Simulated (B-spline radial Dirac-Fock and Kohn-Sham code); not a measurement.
# Mg⁸⁺: scattering cross sections and density moments

System: magnesium as Mg⁸⁺ in the configuration [He] 2s2.

Model: relativistic Hartree-Fock (Dirac-Fock) wave functions, averaged over the configuration. Program: a radial atomic solver.

```
Sum of ⟨r⟩                          : 1.404 bohr
Sum of ⟨r²⟩                         : 0.8130 bohr²
Sum of ⟨1/r⟩                        : 28.535 per bohr
Langevin diamagnetic susceptibility : -0.644 × 10⁻⁶ cm³/mol
Lamb shielding (α²/3)Σ⟨1/r⟩         : 506.5 ppm
```

Coherent scattering is the Thomson cross section weighted by f₀², without anomalous dispersion; incoherent scattering is Klein-Nishina weighted by S. The Lamb formula is the non-relativistic shielding expression. Electron correlation is left out.

```
hν (keV)  coherent (b)  incoherent (b)  incoherent per electron (b)
       5         8.562          0.4769                        0.119
      10         5.542           1.026                        0.256
      20         2.839           1.462                        0.365
      30         1.828           1.690                        0.422
      50        0.8961           1.885                        0.471
     100        0.2775           1.853                        0.463
     500       0.01264           1.151                        0.288
    1000      0.003178          0.8434                        0.211
```

Incoherent scattering overtakes coherent scattering between 30 and 50 keV.

Values without a named source are computed, but for edge energies of neutral atoms, which are taken from tables.
